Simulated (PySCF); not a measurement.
Bonds: C1-O2, O2-C3, C3-O4, C3-C5, C5-C6, C6-C7, C7-C8, C8-N9, C8-C5. C1 carries H10, H11, H12; C5 carries H13; C6 carries H14, H15; C7 carries H16, H17; N9 carries H18.

How the numbers were obtained: shielding tensors at PBE0/pcSseg-1 (GIAO), coordinates at the GFN2-xTB level, in PySCF (isolated molecule, relativity neglected, averaged over atoms made equivalent by symmetry, fast rotation or ring inversion, one computed conformer).

Scale: 13C vs TMS (reference shieldings calculated alike).

Do the 13C shifts follow the atomic charges (in e)? Tabulate both.

Results:


| atoms | hybridisation | δ (ppm) | σ para (ppm) | Hirshfeld | IAO | Mulliken | ESP-fitted |
| --- | --- | --- | --- | --- | --- | --- | --- |
| C8 | – | 177.4 | -244 | +0.10 | +0.20 | +0.03 | +0.70 |
| C3 | – | 175.1 | -241 | +0.21 | +0.52 | +0.56 | +0.88 |
| C5 | – | 58.3 | -126 | -0.05 | -0.22 | -0.35 | -0.57 |
| C1 | – | 53.6 | -110 | -0.04 | -0.22 | -0.03 | -0.13 |
| C7 | – | 38.2 | -105 | -0.07 | -0.30 | -0.15 | -0.38 |
| C6 | – | 14.1 | -78 | -0.07 | -0.27 | -0.13 | +0.07 |

Correlation coefficients of δ with charge over these carbons: Hirshfeld +0.94, IAO +0.94, Mulliken +0.73, ESP-fitted +0.84; with the paramagnetic shielding -1.00. With so few points these coefficients are fragile. Charge is one influence among several: hybridisation and low-lying excitations act through the paramagnetic term.

Shifts are as computed. Against solution values, carbons near 30 ppm lie about +3 ppm off and those near 130 ppm about +5 ppm. Of 1211 compounds with measured shifts, 218 miss one by over three times the rms of a fit or turn the order of signals round; such compounds aren't used in these exercises.
